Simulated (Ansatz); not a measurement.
Reaction (silylene formation by 1,1-elimination): `S[Si](S)(Cl)Cl` → `Cl[Si]Cl` + `SS`

Gas-phase electronic energies from Ansatz, PBE0-D4/def2-TZVP geometries. CCSD(T)/CBS is extrapolated from def2-TZVPP and def2-QZVPP, frozen cores. Functionals use def2-TZVPP. One conformer a species, not always the lowest.

(1) Is it downhill or uphill in electronic energy at CCSD(T)/CBS, and by how much? (Best estimate.)

(2) What do these levels give: PBE-D4, r2SCAN-D4, B2PLYP, PBE, PBE0, MP2/def2-TZVPP, SCS-MP2/def2-TZVPP, CCSD/def2-TZVPP, CCSD(T)/def2-TZVPP, HF/def2-QZVPP, CCSD(T)/def2-QZVPP, MP2/CBS(def2)? (Estimate.)

Largest T1 diagnostic among the species: 0.013.

Results:

(1) Ansatz gave: Uphill: ΔE = +75.4 kcal/mol.

(2) Computed: PBE-D4 70.4, r2SCAN-D4 77.0, B2PLYP 69.8, PBE 66.6, PBE0 72.1, MP2/def2-TZVPP 79.8, SCS-MP2/def2-TZVPP 75.2, CCSD/def2-TZVPP 72.4, CCSD(T)/def2-TZVPP 73.1, HF/def2-QZVPP 68.9, CCSD(T)/def2-QZVPP 74.3, MP2/CBS(def2) 81.1 kcal/mol.

The D4 term adds +6.3 kcal/mol with B3LYP and +3.4 kcal/mol with PBE0; it sums over pairs of atoms, weighted by their polarisabilities, and B3LYP, whose exchange is more repulsive, gets the larger term. From PBE to PBE0 (25 % exact exchange), in def2-TZVPP and without D4, ΔE moves by +5.5 kcal/mol. In def2-TZVPP, CCSD(T) changes the Hartree–Fock value by +3.9 kcal/mol (the triples alone add +0.7 kcal/mol) and MP2 by +10.5 kcal/mol.

B3LYP here is the variant with VWN-RPA as its local correlation; programs differ in this.
